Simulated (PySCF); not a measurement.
Harmonic spectrum computed at PBE0 in the def2-TZVPD basis family (core potentials from Rb on, PySCF, no spin–orbit coupling):

| symmetry | ω (cm⁻¹) | IR (km/mol, summed over degenerate members) |
| --- | --- | --- |
| b1 | 344 | 0.0 |
| e | 419 | 389 |
| e | 576 | 206 |
| a1 | 633 | 154 |
| b2 | 799 | 0.0 |
| e | 1467 | 2491 |
| b1 | 1487 | 0.0 |
| a1 | 1495 | 866 |
| a1 | 1629 | 17.5 |

Problem. Which molecule gave it? In each, all ligands are bound to the one heavy central atom.
A. WH₅⁻ (triplet)
B. HfH₅⁻ (singlet)
C. ZrH₅⁻ (singlet)
D. OsH₅⁻ (singlet)

Solution. B. It has C4v symmetry with Hf–H 1.911 Å (×4), Hf–H 1.928 Å.
